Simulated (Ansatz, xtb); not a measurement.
## The atomisation energy (no zero-point term) down a group: F to I

One atom is swapped for its congeners: CH2BrF (bromofluoromethane) `FCBr`; CH2BrCl (bromochloromethane) `ClCBr`; CH2Br2 (dibromomethane) `BrCBr`; CH2BrI (bromoiodomethane) `BrCI`. All are singlets with charge 0.

Shapes, held fixed at every level: PBE0-D4/def2-TZVP. Programs: Ansatz 0.2.0, xtb 6.7.1. Values in eV.

How should the atomisation energy change along the series?

At CCSD(T)/def2-TZVPP the atomisation energy falls at every step, from 16.46 to 14.21 eV. 7 of 8 levels show this order throughout; 7 agree on the largest and the smallest. For atoms past krypton def2 sets carry core potentials with scalar relativity. Relativity is left out for Br unless named. Correlated rows may include outer-core shells of Br, I, which these sets cover unevenly. xTB rows lack spin polarisation. Spin-orbit coupling, which grows down the group, is left out (summed over each molecule's free atoms 0.17, 0.19, 0.31, 0.47 eV).

| level | CH2BrF | CH2BrCl | CH2Br2 | CH2BrI |
| --- | --- | --- | --- | --- |
| GFN0-xTB | 16.39 | 16.15 | 15.29 | 15.30 |
| PBE-D4/def2-TZVPP | 17.49 | 16.08 | 15.57 | 15.06 |
| r2SCAN-D4/def2-TZVPP | 17.00 | 15.68 | 15.18 | 14.64 |
| B3LYP-D4/def2-TZVPP | 16.82 | 15.44 | 14.94 | 14.46 |
| PBE0-D4/def2-TZVPP | 16.98 | 15.73 | 15.22 | 14.71 |
| r2SCAN0-D4/def2-TZVPP | 16.58 | 15.39 | 14.89 | 14.35 |
| MP2/def2-TZVPP | 16.92 | 15.54 | 15.09 | 14.61 |
| CCSD(T)/def2-TZVPP | 16.46 | 15.14 | 14.70 | 14.21 |
